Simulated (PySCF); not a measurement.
Ionisation energy of Mn(14+) by level of theory

Mn(14+) [Ne] 3s1 [3s1/2^1, M_J = 1/2] → Mn(15+) [Ne], as a difference of total energies. All numbers are calculated (PySCF 2.14, the two-component X2C-1e Hamiltonian, in an uncontracted even-tempered set (19 s from 1.2 bohr⁻², ratio 2.4; 13 p from 1.5 bohr⁻², ratio 2.4; 5 d from 5.2 bohr⁻², ratio 2.6; 4 f from 7.9 bohr⁻², ratio 2.6)). Correlated levels: 1s2 frozen; the 52 highest virtual spinors dropped. "Screened" scales the spin-orbit matrix elements by Boettger's factors to mimic the two-electron term; Breit and QED terms are absent.

```tsv
method	ionisation energy (eV)	difference from reference (eV)
GHF (screened spin-orbit)	434.55	-0.62
GMP2 (screened spin-orbit)	435.13	-0.04
```

Reference: 435.17 eV (semi-empirical (NIST evaluation); NIST Atomic Spectra Database, ionization energies).
